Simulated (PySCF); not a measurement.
## Working out the ionisation energy of Rh+

Rh+ [Kr] 4d8 (3F) → Rh(2+) [Kr] 4d7 (4F). Computed with PySCF 2.14 in def2-TZVP with the def2 core potential (28 electrons) (6s4p3d1f, 40 functions), with a scalar-relativistic core potential. Frozen: 4s2 4p6. Energies in hartree (1 hartree = 27.21139 eV):

| part | Rh+ (lower) | Rh(2+) (upper) |
| --- | --- | --- |
| UHF | -109.511356 | -108.916771 |
| MP2 opposite-spin | -0.096824 | -0.061861 |
| MP2 same-spin | -0.058799 | -0.048699 |

Task: What does Hartree-Fock give?

Result: (-108.916771) − (-109.511356) = 0.594585 hartree = 16.179 eV.

Task: What do MP2 and SCS-MP2 (6/5 opposite-spin, 1/3 same-spin) give?

Result: The opposite-spin parts differ by 0.951 eV and the same-spin parts by 0.275 eV. MP2: 16.179 + (0.951) + (0.275) = 17.405 eV. SCS-MP2: 16.179 + 1.2 × (0.951) + (0.275)/3 = 17.412 eV.

Reference: 18.08 eV (semi-empirical (NIST evaluation); NIST Atomic Spectra Database, ionization energies), between the lowest levels; spin-orbit coupling is absent from the calculation.

What remains against the reference includes basis incompleteness, the frozen core and correlation beyond second order.
